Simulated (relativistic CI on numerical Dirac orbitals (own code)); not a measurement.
**Ag²⁺: 4d valence photoemission**

Computed with this model: Dirac-Coulomb-Breit CI, orbitals from a KLI potential per configuration, model QED (radiative potential, 1s self-energy scaled to tabulated hydrogen-like ionisation energies), valence Slater integrals scaled by 0.8, multiplet model of photoemission in the sudden approximation; configurations [Kr] 4d9 → [Kr] 4d8; 300 K; Lorentzian 0.42 eV and Gaussian 0.5 eV FWHM. Energies are those of the free ion, without screening or charge transfer. The energies are binding energies and can lie tens of eV above those of solids. S is read from ⟨S²⟩ = S(S + 1).

Field parameters in Wybourne normalisation: D3d B²₀ = −7Dσ, B⁴₀ = −14Dq − 21Dτ, B⁴₃ = −14√(10/7) Dq. The field is a parameter set, without covalency.

free ion: ground-state S = 0.50, centroid 34.28 eV. Peaks (eV, height): 33.2 (100), 35.4 (74).

D3d, 10Dq = 26450, Dσ = -1200, Dτ = 310 cm⁻¹: ground-state S = 0.50, centroid 34.51 eV. Peaks (eV, height): 31.2 (61), 32.8 (44), 34.7 (99), 35.9 (100).

D3d, 10Dq = 26450, Dσ = 720, Dτ = 310 cm⁻¹: ground-state S = 0.50, centroid 34.50 eV. Peaks (eV, height): 31.2 (61), 32.8 (44), 34.6 (96), 35.9 (100).

Strongest unbroadened transitions for free ion:

```tsv
Energy (eV)	Relative strength
33.13	100.0
33.62	41.6
33.83	29.5
34.65	43.7
35.18	17.8
35.20	6.7
35.29	15.8
35.60	60.3
38.79	5.1
```
